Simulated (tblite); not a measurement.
C4H5N2O (doublet state).
Geometry (GFN2-xTB, Å), atoms numbered from 1 in this order:
```xyz
12
C4H5N2O angstrom
C      2.004   -0.256    0.885
N      0.740   -0.326    0.409
C      0.178    0.611   -0.417
O      0.767    1.600   -0.808
C     -1.262    0.285   -0.838
C     -2.007   -0.347    0.213
N     -2.557   -0.867    1.071
H      2.359   -1.022    1.540
H      2.602    0.583    0.595
H      0.163   -1.103    0.711
H     -1.751    1.217   -1.133
H     -1.235   -0.376   -1.711
```

Computed with GFN2-xTB (tblite): harmonic, unscaled wavenumbers at the GFN2-xTB geometry, gas phase. The method is semi-empirical: single wavenumbers can be off by several per cent or more. One conformer, not necessarily the lowest. Open shells enter through the occupations alone, without spin polarisation, and single modes of such species can be off by tens of per cent.

Harmonic wavenumbers (cm⁻¹): 35.3, 119.1, 185.2, 255.1, 349.6, 367.7, 377.8, 470.0, 477.3, 543.3, 652.3, 693.7, 841.3, 885.5, 1008.6, 1071.8, 1082.7, 1140.2, 1246.4, 1265.5, 1340.1, 1394.9, 1431.4, 1715.7, 2401.4, 2935.3, 2987.8, 3158.6, 3220.6, 3381.6.

A = 4743, B = 1968, C = 1452 MHz; mass 97.040 u (most abundant isotopes); point group C1, symmetry number 1; spin multiplicity 2.

Q: Zero-point energy?

A: ½Σν̃ = 18518 cm⁻¹ = 221.53 kJ/mol.

Q: What is S at 298.15 K and 1 bar for an ideal gas of classical rigid rotors and harmonic oscillators?

A: Translation 165.91, rotation 115.33, vibration 80.85, spin (R ln 2) 5.76: S = 367.9 J/(mol K).

Q: And Cp and H(298.15 K) − H(0)?

A: Cp = 120.00 J/(mol K), of which vibrations give 86.74 (their classical limit is 30 R = 249.4); H(298.15 K) − H(0) = 22.74 kJ/mol without the zero-point energy, 12.82 from vibrations.

Q: Blend soft modes into free rotors: weight 1/[1 + (100 cm⁻¹/ν̃)⁴] for the oscillator and the rest for a rotor with moment μB/(μ + B), μ = h/(8π²ν), B = 10⁻⁴⁴ kg m². What vibrational entropy results?

A: 73.64 J/(mol K) in place of 80.85, which changes −T·S at 298.15 K by +2.15 kJ/mol.

Q: Which modes carry the vibrational entropy at 298.15 K?

A: 35.3 cm⁻¹: 23.04; 119.1 cm⁻¹: 13.03; 185.2 cm⁻¹: 9.52; 255.1 cm⁻¹: 7.09; 349.6 cm⁻¹: 4.89; 367.7 cm⁻¹: 4.56 J/(mol K); the other 24 give 18.72 together.

Q: How do the functions run with temperature in this model?

A: 
| T (K) | S (J/(mol K)) | Cp (J/(mol K)) | H − H(0) (kJ/mol) | G − H(0) (kJ/mol) | ln q(vib) |
| --- | --- | --- | --- | --- | --- |
| 50 | 237.7 | 45.8 | 1.96 | -9.92 | 0.49 |
| 100 | 273.8 | 60.5 | 4.61 | -22.77 | 1.24 |
| 373.15 | 396.8 | 138.5 | 32.45 | -115.63 | 5.85 |
| 500 | 441.1 | 164.1 | 51.71 | -168.83 | 8.02 |
| 750 | 514.7 | 198.6 | 97.40 | -288.63 | 12.08 |
| 1000 | 575.1 | 220.9 | 150.01 | -425.09 | 15.77 |

q(vib) and H(0) count from the zero-point level.

Hindered rotation and anharmonicity are outside this model. Other conformers, if any are populated, would add a mixing term that is left out. The structure is chiral; the term R ln 2 for an equal mix with its mirror image is left out.
